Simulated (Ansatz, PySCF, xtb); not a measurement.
Gas-phase reaction in SMILES: C[SiH2][OH+][SiH2]C → C[SiH](C)[OH+][SiH3]
Geometries: B3LYP-D3(BJ)/def2-TZVP minima from Ansatz (a quantum-chemistry and plane-wave program), one conformer each, not searched for the lowest. Frequencies are from Ansatz or PySCF.

Quantity: isomerisation energy (0 K, with B3LYP-D3(BJ) harmonic zero-point energies), in kcal/mol. Valence correlation only, unless marked. Spin-orbit coupling is left out. Non-relativistic unless marked X2C. CBS marks a two-point X^-3 extrapolation of the correlation energy; Hartree-Fock from the larger set.

```csv
level,program,isomerisation energy (kcal/mol)
GFN2-xTB,xtb,0.7
BLYP-D4/def2-TZVPD,Ansatz + dftd4,0.0
revPBE-D4/def2-TZVPD,Ansatz + dftd4,0.0
r2SCAN-D3(BJ)/def2-TZVPD,Ansatz + dftd3,0.0
r2SCAN0-D4/def2-TZVPD,Ansatz + dftd4,0.0
r2SCAN0/def2-TZVPD,Ansatz,0.1
B2GP-PLYP-D3(BJ)/def2-TZVPD,Ansatz + dftd3,0.0
B2PLYP-D4/def2-TZVPD,Ansatz + dftd4,0.0
PBE-QIDH/def2-TZVPD,Ansatz,0.0
MP2/cc-pV(Q+d)Z,Ansatz,-0.1
SCS-MP2/cc-pV(T+d)Z,Ansatz,0.0
SCS-MP2/cc-pV(Q+d)Z,Ansatz,0.0
CCSD(T)/cc-pVTZ,Ansatz,0.0
X2C-CCSD(T)/cc-pVTZ-DK,Ansatz,0.0
"CCSD(T)/CBS(cc-pV(T+d)Z,cc-pV(Q+d)Z)",Ansatz,0.0
```
